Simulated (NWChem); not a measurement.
# C2H4O2Si; SMILES O[Si@@H]1C=CO1

```xyz
9

O     -0.0643     1.8901    -0.4216
Si     0.0705     0.4784     0.4146
C      1.0520    -0.9627    -0.1662
C     -0.1559    -1.5685    -0.2315
O     -1.1716    -0.7014     0.0678
H     -0.0276     1.8347    -1.3818
H      0.0607     0.8741     1.8393
H      2.0379    -1.3913    -0.3257
H     -0.4445    -2.6038    -0.4561
```
Atoms are numbered in this order, from 1.

All runs: NWChem. Pople sets run with spherical d functions. Geometry: optimised at PBE0/def2-SVP. B3LYP is NWChem's, with the RPA form of VWN correlation. Atomic charges in e: unrestrained fits to the electrostatic potential beside Mulliken populations; buried atoms are poorly determined by the fit.

For level Hartree-Fock/6-31G*:

```yaml
ESP O1: -0.79
Mulliken O1: -0.87
ESP Si2: 1.22
Mulliken Si2: 1.23
Mulliken C3: -0.59
Mulliken O5: -0.76
```

How do the values read with level B3LYP/def2-SVP instead?


| Quantity | Value |
|---|---|
| ESP O1 | -0.67 |
| Mulliken O1 | -0.37 |
| ESP Si2 | 1.04 |
| Mulliken Si2 | 0.74 |
| Mulliken C3 | -0.29 |
| Mulliken O5 | -0.43 |
